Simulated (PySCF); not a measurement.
Consider 1-vinylnaphthalene, `C=Cc1cccc2ccccc12` (C12H10). Numbering: `[CH2:1]=[CH:2][c:3]1[cH:4][cH:5][cH:6][c:7]2[cH:8][cH:9][cH:10][cH:11][c:12]12` These are map numbers, not IUPAC locants.

Level of theory: ωB97X-D3(BJ)/ma-def2-SVP single points in PySCF, grid level 2; every species was optimised with PBE0-D3(BJ)/def2-SVP. Zero-point and thermal terms (298.15 K, 1 bar) come from unscaled GFN2-xTB harmonic frequencies, with soft modes damped to free rotors in the entropy. These were taken at the GFN2-xTB minima.

(1) What are the vertical and the adiabatic ionisation energy for forming the radical cation?

(2) Where does the unpaired spin of the relaxed radical cation sit?

(3) What oxidation potential follows in dichloromethane (IEF-PCM), on the absolute scale?

(4) How far is −ε(HOMO) from the vertical value by ΔSCF?

Answers

(1) 7.94 eV vertical and 7.73 eV adiabatic, the latter with zero-point energy.

(2) C1 (alkene carbon) 0.32, C6 (aromatic carbon) 0.30, C3 (aromatic carbon) 0.24, C8 (aromatic carbon) 0.16 (intrinsic atomic orbital populations).

(3) In the gas phase ΔG of oxidation is 7.705 eV, and solvation is -15.6 kJ/mol for the parent and -175.8 kJ/mol for the product, so the absolute potential is 6.04 V. The solvent is electrostatics only, on gas-phase structures; the absolute scale refers to an electron at rest in vacuum.

(4) −ε(HOMO) = 8.21 eV, which is 0.27 eV above the ΔSCF value.

Note: ma-def2-SVP is a small basis, whose errors can reach tens of kJ/mol.
